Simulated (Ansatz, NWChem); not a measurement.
**How methods differ on InHCl2O (SMILES [OH][In]([Cl])[Cl])**

InHCl2O has 5 atoms, charge 0, and is taken as a singlet. As SMILES, `[OH][In]([Cl])[Cl]`. The shape is that of a PBE0-D4/def2-TZVP optimisation.

Each level gives the electronic atomisation energy (eV). The values are calculated. Electronic energies at fixed atoms, without zero-point motion or spin-orbit coupling.

```json
{"level": "BLYP/def2-SVP (core potential)", "kind": "GGA", "program": "Ansatz", "value (eV)": "13.94", "CPU time (all runs)": "8.8 s"}
{"level": "r2SCAN/def2-SVP (core potential)", "kind": "meta-GGA", "program": "Ansatz", "value (eV)": "14.57", "CPU time (all runs)": "24 s"}
{"level": "CAM-B3LYP/def2-SVP (core potential)", "kind": "range-separated hybrid", "program": "Ansatz", "value (eV)": "14.12", "CPU time (all runs)": "11 s"}
{"level": "HSE06/def2-SVP (core potential)", "kind": "range-separated hybrid", "program": "Ansatz", "value (eV)": "14.22", "CPU time (all runs)": "13 s"}
{"level": "B2PLYP/def2-SVP (core potential)", "kind": "double hybrid", "program": "Ansatz", "value (eV)": "13.91", "CPU time (all runs)": "16 s"}
{"level": "PBE-QIDH/def2-SVP (core potential)", "kind": "double hybrid", "program": "Ansatz", "value (eV)": "14.15", "CPU time (all runs)": "14 s"}
{"level": "RPA@PBE0/def2-SVP (core potential)", "kind": "RPA", "program": "Ansatz", "value (eV)": "12.83", "CPU time (all runs)": "17 s"}
{"level": "MP2/def2-SVP (core potential)", "kind": "perturbation theory", "program": "NWChem", "value (eV)": "14.11", "CPU time (all runs)": "47 s"}
```

Correlated wave functions underbind in double-zeta sets. The values span 12.83 to 14.57 eV. In the correlated wave-function rows the outer d shell of In is correlated, in sets not made for it. CPU times are rough (shared hosts, several kinds of processor and program).
